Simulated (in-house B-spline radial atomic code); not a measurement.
# Kr II (Kr+): [Ar] 3d10 4s2 4p5

Level of theory: non-relativistic r2SCAN0, spin-polarised, spherical fractional occupations, exact exchange averaged over the configuration, point nucleus; calculated with an all-electron radial atomic-structure program (B-spline basis).

Z_r = [3n² - l(l+1)]/(2<r>); Z_e = n√(-2ε); the last column is Slater's effective charge. Values are occupation-weighted means over spin.

```json
{"shell": "1s", "electrons": "2", "ε (eV)": "-14001", "<r> (bohr)": "0.04246", "Z_r": "35.33", "Z_e": "32.08", "Slater": "35.70"}
{"shell": "2s", "electrons": "2", "ε (eV)": "-1852.9", "<r> (bohr)": "0.1875", "Z_r": "31.99", "Z_e": "23.34", "Slater": "31.85"}
{"shell": "2p", "electrons": "6", "ε (eV)": "-1674.1", "<r> (bohr)": "0.1619", "Z_r": "30.89", "Z_e": "22.19", "Slater": "31.85"}
{"shell": "3s", "electrons": "2", "ε (eV)": "-281.33", "<r> (bohr)": "0.5395", "Z_r": "25.02", "Z_e": "13.64", "Slater": "24.75"}
{"shell": "3p", "electrons": "6", "ε (eV)": "-216.85", "<r> (bohr)": "0.544", "Z_r": "22.98", "Z_e": "11.98", "Slater": "24.75"}
{"shell": "3d", "electrons": "10", "ε (eV)": "-101.83", "<r> (bohr)": "0.5525", "Z_r": "19.00", "Z_e": "8.21", "Slater": "14.85"}
{"shell": "4s", "electrons": "2", "ε (eV)": "-36.071", "<r> (bohr)": "1.576", "Z_r": "15.23", "Z_e": "6.51", "Slater": "8.60"}
{"shell": "4p", "electrons": "5", "ε (eV)": "-21.487", "<r> (bohr)": "1.83", "Z_r": "12.57", "Z_e": "5.03", "Slater": "8.60"}
```

The least bound orbital is 4p down at -20.81 eV, and it is also the most diffuse (<r> = 1.839 bohr).
